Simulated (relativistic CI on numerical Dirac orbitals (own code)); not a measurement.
# Hyperfine structure of V¹⁴⁺, mass number 50

Computed by Dirac-Coulomb-Breit CI, separate exchange-only KLI orbitals for each configuration, QED by a radiative potential, unscaled Slater integrals (own radial code, finite nucleus).

CI space (outside the closed core 1s2): 2s²2p⁵, 2s2p⁶, 2p⁶3s, 2s²2p⁴3s, 2p⁶3p, 2s²2p⁴3p, 2p⁶3d, 2s²2p⁴3d, 2s2p⁵3s, 2s2p⁵3p, 2s2p⁵3d, 2s²2p⁴4s, 2s²2p⁴4p, 2s²2p⁴4d, 2s²2p⁴4f, 2s²2p³3s². Levels of other configurations are missing.

Nuclear spin I = 6, μ = 3.3442 μN, Q = 0.21 b (tables of Stone and Pyykkö). The electronic factors are computed for point nuclear moments, without core polarisation or the Bohr-Weisskopf and QED corrections.

```
         Level   E (eV)  A (GHz)  B (GHz)
 2s²2p⁵ ²P°3/2    0.000    9.525    -6.46
 2s²2p⁵ ²P°1/2    7.198    48.42         
   2s2p⁶ ²S1/2  110.360      163         
2s²2p⁴3s ⁴P5/2  557.795     15.5     5.93
2s²2p⁴3s ⁴P3/2  560.602      3.2   -0.327
2s²2p⁴3s ⁴P1/2  563.881    13.34         
2s²2p⁴3s ²P1/2  568.022    11.48         
2s²2p⁴3s ²D5/2  574.285    23.53    -12.7
```

Levels with J = 0, under 50 % of one LS term, or S terms without an open s electron are left out. Small factors come from cancelling terms and can be off by tens of per cent or more.

At this charge energies of transitions that change n are usually good to better than 1 %, and those within a shell (Δn = 0) to a few per cent.

Problem. Give the hyperfine levels of 2s²2p⁵ ²P°1/2 relative to its centre of gravity.

Solution. With K = F(F + 1) − I(I + 1) − J(J + 1), E = AK/2: F = 11/2: -169.5, F = 13/2: 145.3 GHz.

LS names give the leading component of a level, which can be under half, so a name can repeat, a term be missing and a line seem to break the LS rules.
